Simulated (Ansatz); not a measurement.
Input for Ansatz (a quantum-chemistry and plane-wave program): U-wB97X-V/def2-TZVPP on InP, 2S+1 = 3, a point of a bond scan (R = 2.139 Å). Elements past Kr take the def2 small-core potentials; no spin–orbit coupling.

Ansatz 0.2 input:
```yaml
crystal:
  periodic: [false, false, false]
  atoms:
    - {symbol: In, position_ang: [-0.00000000, -0.00000000, -0.62680193]}
    - {symbol: P, position_ang: [0.00000000, 0.00000000, 1.51268201]}
basis:
  gaussian:
    orbitals: def2-TZVPP
hamiltonian:
  xc: {name: wB97X-V}
magnetization: {spin_polarized: true, initial_magnetization: 2}
```

Output:

```
WARN ansatz: RAYON_NUM_THREADS=2 ignored (pool sized by the plan → 2); use --threads N
Functional definition: wB97X-V
integrals: 0.04 GiB planned
744 factors; their error is unknown
integrals: 0.07 GiB planned
132 factors; integrals over basis functions are off by at most 7.1e-5 eV
mean field: 0.50 GiB planned
mean field evaluation 1: about -14457.0722 eV, gradient 1.3e1 eV
mean field evaluation 2: about -14457.4081 eV, gradient 1.3e1 eV
mean field evaluation 4: about -14458.2650 eV, gradient 4.4e-1 eV
mean field evaluation 8: about -14458.2984 eV, gradient 4.4e-2 eV
mean field evaluation 16: about -14458.2986 eV, gradient 4.7e-4 eV
mean field -14458.29855610 eV, -531.3326717499 hartree, gradient 2.7e-5 eV, S^2 2.011762; 1 other end points of the search recorded, 0 dependent functions left out
reference -14458.29855511 eV, -531.3326717135 hartree; 19, 17 occupied and 73, 75 virtual orbitals, 744 factors
Total energy: -14458.29855511 eV, -531.3326717135 hartree
```

The run converged.

Cost: around 14 core-seconds (rough).
